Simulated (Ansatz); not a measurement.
`[F][Ge]([F])([Cl])[Br]` → `FBr` + `[F][Ge][Cl]` at 298.15 K and 1 bar (germylene formation by 1,1-elimination).

Isolated molecules relaxed with PBE0-D4/def2-TZVP in Ansatz; ΔE leaves out vibrations. CBS: MP2 limit from def2 TZ/QZ plus the TZ coupled-cluster correction, frozen cores. For Br, Ge outer-core shells are correlated without core-valence functions, which leaves a few kJ/mol of doubt a bond. Scalar relativity is left out up to krypton.

```
                 species  CCSD(T)/CBS energy (Eh)  H − E (kJ/mol)  S (J/(mol·K))
`[F][Ge]([F])([Cl])[Br]`              -5308.95213            39.1          358.7
                   `FBr`              -2673.03720            13.2          228.6
           `[F][Ge][Cl]`              -2635.75718            20.2          289.1
```

H − E and S are ideal-gas, rigid-rotor, harmonic terms from PBE0-D4/def2-TZVP. 1 Eh = 2625.50 kJ/mol, R = 8.31446 J/(mol·K).

Question: By hand: ΔE, ΔH, ΔS and ΔG.

Answer: ΔE = (-2673.03720) + (-2635.75718) − (-5308.95213) = 0.15775 Eh = 414.2 kJ/mol. Δ(H − E) = 13.2 + 20.2 − 39.1 = -5.7, so ΔH = 408.5 kJ/mol. ΔS = 228.6 + 289.1 − 358.7 = 159.0 J/(mol·K). ΔG = 408.5 − 298.15 × (159.0)/1000 = 361.1 kJ/mol.

Question: By hand: the equilibrium constant, and the temperature at which ΔG would vanish if ΔH and ΔS stayed fixed.

Answer: log₁₀ K = −ΔG/(RT ln 10) = -63.3. ΔG = 0 at ΔH/ΔS = 2569 K, far beyond where these terms or the molecules hold.

The number of gas molecules changes by +1, which sets the sign of ΔS. A doubt of 5 kJ/mol in ΔE shifts log₁₀ K by 0.9 here. These are equilibria of isolated gas molecules and say nothing of rates. Largest T1 diagnostic: 0.014 (customary marks: 0.02 for closed shells, 0.045 for open ones).
